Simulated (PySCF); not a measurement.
Species: C₂H₁₂NPSi₂ (charge +1 and doublet state).
Z-matrix (Å and degrees, PBE0-D3(BJ)/def2-SVP geometry), rows numbered from 1:
```
C 
N   1  1.4409
C   2  1.4434  1  116.11
Si  2  1.7808  1  122.11  3   172.91
P   4  2.2568  2  103.74  1   -91.89
Si  5  2.2836  4  107.15  2    43.27
H   1  1.1048  2  110.91  3   -56.34
H   1  1.1053  2  109.17  3    61.43
H   1  1.0974  2  111.30  3  -178.63
H   3  1.1039  2  110.80  1    56.66
H   3  1.1047  2  109.25  1   -61.37
H   3  1.0978  2  111.22  1   178.65
H   4  1.4814  2  108.12  1   152.13
H   4  1.4806  2  107.68  1    24.00
H   5  1.4247  4   99.75  2   -61.63
H   6  1.4928  5  109.27  4   -64.49
H   6  1.4882  5  105.30  4    54.92
H   6  1.4846  5  106.00  4   174.93
```

Jobs on this species (18 atoms, 73 electrons) with PySCF (density fitting). Hardware of each: an Arm Neoverse N1 with one thread, no GPU, on a shared host. Other jobs ran on the host; a repeat could differ by tens of per cent or more. Peak memory is the resident size of the whole Python process, interpreter and libraries included.

```json
{"level and settings": "PBE0-D3(BJ)/def2-SVP, grid level 1", "work": "geometry optimisation from a GFN2-xTB start", "basis functions": "156", "SCF cycles": "?", "wall time": "?", "peak memory": "?"}
{"level and settings": "UKS HF, IGLO-III on C N P Si, pcH-1 on H, non-relativistic, mean-field spin-orbit, GIAO", "work": "unrestricted SCF, g, hyperfine", "basis functions": "357", "SCF cycles": "17", "wall time": "4.1 min", "peak memory": "1.1 GiB"}
{"level and settings": "UKS PBE0, IGLO-III on C N P Si, pcH-1 on H, non-relativistic, mean-field spin-orbit, GIAO", "work": "unrestricted SCF, g, hyperfine", "basis functions": "357", "SCF cycles": "14", "wall time": "4.1 min", "peak memory": "1.3 GiB"}
{"level and settings": "UKS CAM-B3LYP, IGLO-III on C N P Si, pcH-1 on H, non-relativistic, mean-field spin-orbit, GIAO", "work": "unrestricted SCF, g, hyperfine", "basis functions": "357", "SCF cycles": "14", "wall time": "6.8 min", "peak memory": "1.3 GiB"}
{"level and settings": "UKS PBE, IGLO-III on C N P Si, pcH-1 on H, non-relativistic, mean-field spin-orbit, GIAO", "work": "unrestricted SCF, g, hyperfine", "basis functions": "357", "SCF cycles": "14", "wall time": "71 s", "peak memory": "1.3 GiB"}
{"level and settings": "UKS B3LYP, IGLO-III on C N P Si, pcH-1 on H, non-relativistic, mean-field spin-orbit, GIAO", "work": "unrestricted SCF, g, hyperfine, density and orbital grids written", "basis functions": "357", "SCF cycles": "14", "wall time": "4.6 min", "peak memory": "1.2 GiB"}
{"level and settings": "UKS BHandHLYP, IGLO-III on C N P Si, pcH-1 on H, non-relativistic, mean-field spin-orbit, GIAO", "work": "unrestricted SCF, g, hyperfine", "basis functions": "357", "SCF cycles": "16", "wall time": "4.5 min", "peak memory": "1.3 GiB"}
```

Q: Fill in the missing figures.

A: 
- PBE0-D3(BJ)/def2-SVP, grid level 1; geometry optimisation from a GFN2-xTB start: 5.9 min, 0.65 GiB, 92 SCF cycles

Q: What do all jobs in the table cost together?

A: About 31 min; the longest takes about 22 % of that, and about 5.7 times as long as the shortest.
